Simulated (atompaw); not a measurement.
# What one change does to a pseudopotential (argon (Ar), PAW (atompaw))

```
Element                 : Ar (Z = 18)
Generator               : atompaw 4.2.0.5
Type                    : PAW
Functional              : PBE
Relativity              : scalar-relativistic
Frozen core             : [Ne]
Valence charge          : 8
Reference configuration : 3s2 3p4 (charge +2)
Partial waves           : 3s (bound): rc 1.15 bohr; 3s channel at -0.8 Ry: rc 1.15 bohr; 3p (bound): rc 0.95 bohr; 3p channel at 1.2 Ry: rc 1.15 bohr; 3d channel at 0.2 Ry: rc 0.90 bohr; 3d channel at 0.65 Ry: rc 0.90 bohr
Local potential         : bessel scheme, radius 0.90 bohr
Core correction         : smooth core density matched at 0.85 bohr
Augmentation charge     : sinc compensation charge, radius 0.90 bohr; PAW radius 1.15 bohr; waves and projectors: custom rrkj gramschmidtortho
```

Change: augmentation sinc compensation charge, radius 0.90 bohr; PAW radius 1.15 bohr; waves and projectors: custom polynom gramschmidtortho.

Cutoffs: the cutoffs (Ry, on a coarse ladder) from which the occupation-weighted sum of valence levels, in a spherical-Bessel basis at the reference potential, stays within 10 and 1 mRy of its value at 400 Ry; they do not see the model core or the augmentation charge, which bear on the density cutoff.

What does the change do?

The potential gets harder (55 Ry and 100 Ry → 70 Ry and 140 Ry); neither file shows a bound ghost.

| quantity | base | changed |
| --- | --- | --- |
| cutoff, loose | 55 Ry | 70 Ry |
| cutoff, tight | 100 Ry | 140 Ry |
| loose cutoff by channel (10 mRy a level) | s 25 Ry, p 35 Ry | s 35 Ry, p 45 Ry |
| bound ghosts | none | none |
| s: phases at 1.16 bohr within 0.05 rad from the reference energy up to (Ry; the scan ends near 5) | to the end of the scan | to the end of the scan |
| p: phases at 1.16 bohr within 0.05 rad from the reference energy up to (Ry; the scan ends near 5) | to the end of the scan | to the end of the scan |
| d: phases at 1.16 bohr within 0.05 rad from the reference energy up to (Ry; the scan ends near 5) | to the end of the scan | to the end of the scan |
| lowest overlap eigenvalue by channel | s 0.47, p 0.21, d 0.97 | s 0.26, p 0.15, d 0.96 |

 The cutoffs see the waves, projectors and local potential, not the compensation charge or the core.
